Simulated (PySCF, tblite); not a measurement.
Isomers of C3H12N2OSi. All values are computed: GFN2-xTB (tblite) harmonic vibrations without scaling, gas phase. Against measured fundamentals such values can be off by several per cent, at times by over 20. Modes of hydrogen on silicon can be 10 to 20 % off. One conformer each.

Electronic energies: PBE0/pcSseg-1 single points on the GFN2-xTB geometries (PySCF, gas phase).

```csv
SMILES,"electronic energy, lowest = 0 (kcal/mol)"
C[Si@@H](O)NCCN,31.9
COCC[SiH](N)N,45.0
CCO[Si@H](N)NC,24.6
CCN[Si@@](C)(N)O,0.0
CNC[Si@@H](N)OC,50.0
CCCN[Si@@H](N)O,11.1
```

Question: How do GFN2-xTB zero-point energies change the relative energies?

Answer: 
```json
{"SMILES": "CCN[Si@@](C)(N)O", "ZPE (kcal/mol)": "99.5", "of it from modes above 1550 cm⁻¹": "54.7", "electronic (kcal/mol)": "0.0", "with ZPE, lowest = 0 (kcal/mol)": "0.0", "lowest mode (cm⁻¹)": "47", "rings": "0"}
{"SMILES": "CCCN[Si@@H](N)O", "ZPE (kcal/mol)": "98.8", "of it from modes above 1550 cm⁻¹": "53.3", "electronic (kcal/mol)": "11.1", "with ZPE, lowest = 0 (kcal/mol)": "10.4", "lowest mode (cm⁻¹)": "30", "rings": "0"}
{"SMILES": "CCO[Si@H](N)NC", "ZPE (kcal/mol)": "98.1", "of it from modes above 1550 cm⁻¹": "52.2", "electronic (kcal/mol)": "24.6", "with ZPE, lowest = 0 (kcal/mol)": "23.3", "lowest mode (cm⁻¹)": "9", "rings": "0"}
{"SMILES": "C[Si@@H](O)NCCN", "ZPE (kcal/mol)": "98.5", "of it from modes above 1550 cm⁻¹": "55.0", "electronic (kcal/mol)": "31.9", "with ZPE, lowest = 0 (kcal/mol)": "30.9", "lowest mode (cm⁻¹)": "43", "rings": "0"}
{"SMILES": "COCC[SiH](N)N", "ZPE (kcal/mol)": "98.0", "of it from modes above 1550 cm⁻¹": "52.4", "electronic (kcal/mol)": "45.0", "with ZPE, lowest = 0 (kcal/mol)": "43.5", "lowest mode (cm⁻¹)": "37", "rings": "0"}
{"SMILES": "CNC[Si@@H](N)OC", "ZPE (kcal/mol)": "98.2", "of it from modes above 1550 cm⁻¹": "51.8", "electronic (kcal/mol)": "50.0", "with ZPE, lowest = 0 (kcal/mol)": "48.7", "lowest mode (cm⁻¹)": "41", "rings": "0"}
```

The zero-point energies span 1.5 kcal/mol, from `COCC[SiH](N)N` to `CCN[Si@@](C)(N)O`. The order is unchanged.

Question: And how do the electronic energies of GFN2-xTB itself compare?

Answer: `CCN[Si@@](C)(N)O` 8.3; `CCCN[Si@@H](N)O` 0.0; `CCO[Si@H](N)NC` 6.7; `C[Si@@H](O)NCCN` 24.6; `COCC[SiH](N)N` 44.2; `CNC[Si@@H](N)OC` 30.6 kcal/mol, lowest = 0. Against the energies above, taken from the same isomer `CCN[Si@@](C)(N)O`, the largest difference is 27.7 kcal/mol.

Question: What do entropy and thermal enthalpy add at 298.15 K and 1 bar (rigid rotor, harmonic oscillator, one conformer each)?

Answer: 
```tsv
SMILES	point group	symmetry number	S (cal/(mol K))	H − H(0) (kcal/mol)	ZPE + H − H(0) − TS (kcal/mol)
CCN[Si@@](C)(N)O	C1	1	102.5	7.72	76.6
CCCN[Si@@H](N)O	C1	1	102.5	7.44	75.7
C[Si@@H](O)NCCN	C1	1	102.2	7.42	75.4
COCC[SiH](N)N	C1	1	101.4	7.44	75.2
CNC[Si@@H](N)OC	C1	1	103.3	7.60	75.0
```

Not tabulated: `CCO[Si@H](N)NC` (lowest mode only 9 cm⁻¹).
